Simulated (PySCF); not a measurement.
# Germanium: a sound run and one with changed settings

Sound run: Ge⁺ [Ar] 3d10 4s2 4p1, Ge²⁺ [Ar] 3d10 4s2. Calculation: PySCF 2.14, in cc-pVDZ-PP with ECP10MDF; a scalar-relativistic core potential. In the sound run the correlated levels freeze 3s2 3p6 3d10 outside the core potential. The sound run starts from symmetry-adapted Hartree-Fock orbitals and uses a fine grid where one is needed.

Changed run: initial guess 1e, at most 50 SCF cycles.

```tsv
species	method	sound run (hartree)	changed run (hartree)	converged
Ge⁺	UHF	-293.06884	-293.06884	yes
Ge⁺	MN15	-294.59295	-294.59295	yes
Ge⁺	CCSD(T)	-293.11518	-293.11518	yes
Ge²⁺	TPSS	-293.57266	-293.57266	yes
Ge²⁺	MP2	-292.53480	-292.53480	yes
```

Here the plain start reaches the same solutions.
